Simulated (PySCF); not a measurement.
[Ag2F]+, singlet: molecular constants

Level of theory: PBE0/[F def2-TZVP, Ag def2-TZVP with ECP28], scalar-relativistic core potentials, density fitting, no spin–orbit coupling, PySCF.

The structure is a minimum.

Coordinates in bohr (charge 1 multiplicity 1):
```
F     0.0000    0.0000    0.0000
Ag    0.0000    0.0000    3.9807
Ag    0.0000    0.0000   -3.9807
```

| Item | Value |
| --- | --- |
| Point group | D∞h |
| Bond lengths | F–Ag 2.106 Å (×2) |
| Bond angles | Ag–F–Ag 180.0° |
| Rotational constants | 0.01777 cm⁻¹ |
| Rotational symmetry number | 2 |
| Zero-point energy | 4.8 kJ/mol |
| Entropy at 298.15 K and 1 bar | 303.8 J/(mol K) |
| Enthalpy at 298.15 K above 0 K | 15.02 kJ/mol |
| Principal quadrupole moments (Buckingham, traceless) about the centre of mass | -18.57, -18.57, 37.13 D Å |
| Heat capacity Cp at 298.15 K | 58.8 J/(mol K) |
| Lowest empty level | -7.59 eV |
| Highest occupied level | -13.05 eV |
| Dipole moment about the centre of mass | 0.00 D |
| Principal polarisabilities | 23.4, 23.4, 41.9 bohr³ |

Harmonic modes (masses in u: F 18.998, Ag 106.905):
```
symmetry  ω (cm⁻¹)  IR (km/mol, summed over degenerate members)   μ (u)
      πu        79                                         44.9   20.36
     σg+       154                                          0.0  106.91
     σu+       489                                          132   20.36
```

In D∞h the vibrations span πu + σg+ + σu+. The σg+ mode carries no infrared intensity, as symmetry demands. With a centre of inversion only u modes can be infrared active and only g modes Raman active.

Charges (e):
| atom | Mulliken | Löwdin | polar tensor | Mayer order to F1 |
| --- | --- | --- | --- | --- |
| F1 | -0.67 | -0.38 | -0.85 | – |
| Ag2,3 | 0.84 | 0.69 | 0.93 | 0.28 |

Mulliken populations on F1: s 3.97, p 5.70, d 0.00, f 0.00.

Only a few start shapes were tried, so a lower isomer may exist.

The final relaxation and frequency run took about 50 core-seconds on a shared host.
